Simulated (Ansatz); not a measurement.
Job for Ansatz (a first-principles code): R-CCSD(T)/cc-pVDZ on GeH2O (SMILES [OH][GeH]), a point of a torsion scan. The run froze 15 orbitals, filled d shells among them.

Ansatz 0.2 input:
```yaml
crystal:
  periodic: [false, false, false]
  atoms:
    - {symbol: O, position_ang: [-0.89670950, 0.20010649, 0.25696541]}
    - {symbol: Ge, position_ang: [0.69845797, 0.79769223, -0.15886291]}
    - {symbol: H, position_ang: [-1.42531043, -0.45986327, -0.18682995]}
    - {symbol: H, position_ang: [1.29648434, -0.61143879, -0.89765774]}
basis:
  gaussian:
    orbitals: cc-pVDZ
magnetization: {spin_polarized: false}
correlation: {method: ccsd_t, electrons: outside_noble_gas}
scf: {lower_state_search: off}
```

Task: Give the final energy of this run.

Result: -2151.6484 hartree (reference determinant -2151.3489, T1 diagnostic 0.020).
